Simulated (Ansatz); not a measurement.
Start from `ClC(Cl)Br` and change one atom or group to get `ClCBr`.

Ansatz, PBE0-D4/def2-TZVP geometries, multiplicity 1. 

Scalar relativity is left out up to krypton.

```json
{"property": "size of the dipole moment (B3LYP/def2-TZVPP) / D", "`ClC(Cl)Br`": "1.01"}
{"property": "HOMO–LUMO gap (PBE/def2-TZVPP) / eV", "`ClC(Cl)Br`": "4.82"}
{"property": "HOMO–LUMO gap (ωB97M-V/def2-TZVPP) / eV", "`ClC(Cl)Br`": "11.58"}
{"property": "LUMO energy (ωB97M-V/def2-TZVPP) / eV", "`ClC(Cl)Br`": "0.89"}
{"property": "HOMO energy (PBE/def2-TZVPP) / eV", "`ClC(Cl)Br`": "-7.11"}
{"property": "size of the dipole moment (ωB97M-V/def2-TZVPP) / D", "`ClC(Cl)Br`": "1.02"}
```

Problem. What does the change do to each property? (Estimate.)

Solution. The calculation gave: 
| property | `ClCBr` | shift |
| --- | --- | --- |
| size of the dipole moment (B3LYP/def2-TZVPP) / D | 1.57 | 0.56 |
| HOMO–LUMO gap (PBE/def2-TZVPP) / eV | 5.32 | 0.50 |
| HOMO–LUMO gap (ωB97M-V/def2-TZVPP) / eV | 12.05 | 0.47 |
| LUMO energy (ωB97M-V/def2-TZVPP) / eV | 1.47 | 0.58 |
| HOMO energy (PBE/def2-TZVPP) / eV | -6.97 | 0.14 |
| size of the dipole moment (ωB97M-V/def2-TZVPP) / D | 1.57 | 0.55 |

With PBE0 the HOMO rises by 0.15 eV and the LUMO rises by 0.65 eV, so the gap widens by about 0.50 eV. PBE moves the HOMO by 0.14 eV and ωB97M-V by 0.11 eV. Dipoles are sizes alone; their direction can turn.

B3LYP here is the variant with VWN-RPA as its local correlation; programs differ in this.

Spin–orbit coupling is left out; it splits and shifts lone-pair levels of the heavy atoms by tenths of an eV.
